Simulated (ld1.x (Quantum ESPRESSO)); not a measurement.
**u(r) = r·R(r): atom against pseudo-atom (nickel)**

Columns: radius, all-electron u(r) and pseudo u(r) of the 4p shell (level -25.45 eV) of nickel in the configuration [Ne] 3s2 3p6 3d7 4s0 4p0; PBE, scalar-relativistic, PAW scheme, ld1.x (Quantum ESPRESSO) 7.5.

```tsv
r (bohr)	all-electron	pseudo
0.062	0.1290	-0.0236
0.125	0.2046	-0.0921
0.188	0.1500	-0.1952
0.250	0.0299	-0.3152
0.312	-0.1010	-0.4362
0.375	-0.2133	-0.5428
0.438	-0.2914	-0.6181
0.500	-0.3328	-0.6526
0.562	-0.3420	-0.6442
0.625	-0.3242	-0.5947
0.688	-0.2854	-0.5114
0.750	-0.2324	-0.4074
0.812	-0.1694	-0.2928
0.875	-0.0991	-0.1761
0.938	-0.0257	-0.0669
1.000	0.0472	0.0292
1.062	0.1192	0.1135
1.125	0.1899	0.1890
1.188	0.2572	0.2572
1.250	0.3195	0.3195
1.312	0.3774	0.3774
1.375	0.4315	0.4315
1.438	0.4806	0.4806
1.500	0.5241	0.5241
1.562	0.5627	0.5627
1.625	0.5971	0.5971
```

How many radial nodes do the two functions have?

The all-electron 4p function has n − l − 1 = 2; the pseudo-wave has 1, since 1 lower shell of the same l stays in the valence.

At about which radius was the pseudo-wave matched?

1.25 bohr, where the columns begin to agree (steps of 0.06 bohr).

Is the pseudo-wave norm-conserving?

No, it belongs to a PAW set: the norm inside the radius is not constrained, and the difference is carried by the augmentation charge.
